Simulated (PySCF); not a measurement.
A small calculation by hand: chemical shift, span and skew from a shielding tensor

C2H9ClOSi2, SMILES C[SiH2]O[Si@@H](C)Cl. Atoms are numbered in the order given.

```xyz
15

C      2.6918     0.1285     0.5284
Si     1.5961     1.0237    -0.6922
O      0.0264     1.1043    -0.1108
Si    -1.0866     0.0782     0.5328
C     -2.7705     0.4078    -0.1704
Cl    -0.5211    -1.8614     0.0275
H      2.3376    -0.9044     0.6720
H      3.7317     0.0898     0.1647
H      2.6888     0.6377     1.5054
H      1.5916     0.3247    -2.0095
H      2.0475     2.4287    -0.8912
H     -1.0556     0.1554     2.0146
H     -3.5125    -0.2867     0.2538
H     -2.7572     0.2805    -1.2639
H     -3.0845     1.4391     0.0572
```
Charge 0, spin multiplicity 1.

Coordinates come from a ωB97X-D3(BJ)/def2-SVP optimisation. The structure was generated by enumeration; whether it is a known compound was not checked. The values are those of a single conformer.

GIAO shieldings from PySCF with PBE0/pcSseg-1, non-relativistic, no solvent. The symmetric part of the tensor of C1 has the principal values 172.0, 186.3, 195.3 ppm. The same nucleus in TMS has σ = 186.3 ppm at this level (PySCF, at its B3LYP-D3(BJ)/def2-TZVP geometry). Without spin–orbit terms, shifts of atoms bonded to Cl or Br come out too high.

Question: Work out the isotropic shielding, the ¹³C shift against TMS, the span and the skew.

Answer: 
σ(iso) = (σ11 + σ22 + σ33)/3 = 184.5 ppm. δ = σ(ref) − σ(iso) = 186.3 − (184.5) = 1.8 ppm.
Span Ω = σ33 − σ11 = 23.3 ppm. Skew κ = 3(σ(iso) − σ22)/Ω = -0.23. Tumbling in solution averages the tensor to δ; in a static solid the shielding alone would spread this spin-1/2 line over Ω.
